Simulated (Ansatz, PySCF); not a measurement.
HfF3Cl, SMILES [F][Hf]([F])([F])[Cl], multiplicity 1. Atoms are numbered in the order given.

```xyz
5

Hf     0.0000     0.0000    -0.1933
F     -1.5505    -0.8952    -0.8475
F      0.0000     1.7904    -0.8475
F      1.5505    -0.8952    -0.8475
Cl     0.0000     0.0000     2.1650
```

The structure is a stationary point at B3LYP-D3(BJ)/def2-SVP. The spin state was assumed, not searched. The structure was generated by enumeration; whether it is a known compound was not checked. The def2 effective core potentials stand for the cores of Hf; spin–orbit coupling is left out.

Vertical ionisation energy (IE) and electron affinity (EA) in eV. Rows of orbital energies are one-electron estimates. Where ΔSCF, EOM or ADC give a negative EA the extra electron is unbound and the value depends on the basis.

| level | IE | EA |
|---|---|---|
| −ε(HOMO), −ε(LUMO), ωB97X/def2-TZVP (PySCF) | 12.49 | -0.89 |
| −ε(HOMO), −ε(LUMO), PBE/def2-TZVP (PySCF) | 8.55 | 2.15 |
| ΔSCF, PBE0/def2-SVPD (Ansatz), final states of multiplicity 2 and 2 | 12.70 | -0.35 |
| ΔSCF, PBE/def2-SVPD (Ansatz), final states of multiplicity 2 and 2 | 12.33 | -0.22 |

What vertical singlet–triplet gap does ΔSCF give with PBE0/def2-SVPD (Ansatz, a first-principles code) and with PBE/def2-SVPD (Ansatz)? (The exact figures need the calculation; the answer reports its results.)

7.23 and 7.08 eV (triplet above singlet where positive).
